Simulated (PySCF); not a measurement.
Basis-set dependence of LaSi at PBE0

PySCF, UKS reference; quartet, unpaired electrons σ ↑↑, π ↑; De to La (5d1 6s2) + Si without counterpoise correction.

```
      basis                           relativity  functions  Re (Å)  ωe (cm⁻¹)  De (eV)  μ (D)
 x2c-SVPall                        spin-free X2C         84   2.589        354     2.75  -4.74
 def2-TZVPP  scalar-relativistic core potentials         98   2.606        351     2.70  -5.06
x2c-TZVPall                        spin-free X2C        118   2.580        352     2.77  -4.90
```

(1) How does each smaller set differ from the one with most functions, x2c-TZVPall?

A positive dipole means La(−)Si(+). These are scalar-relativistic numbers at best; spin–orbit coupling would shift them, the dissociation energy most. With d or f electrons several states lie close, and the lowest PBE0 determinant need not be the measured ground state.

## Answers

(1) x2c-SVPall: +0.9 pm, +0.6 % in ωe, -0.02 eV in De; def2-TZVPP: +2.6 pm, -0.3 % in ωe, -0.07 eV in De. All at PBE0; the set with most functions is neither the basis-set limit nor always the best. The rows treat relativity differently, so the differences are not basis effects alone.
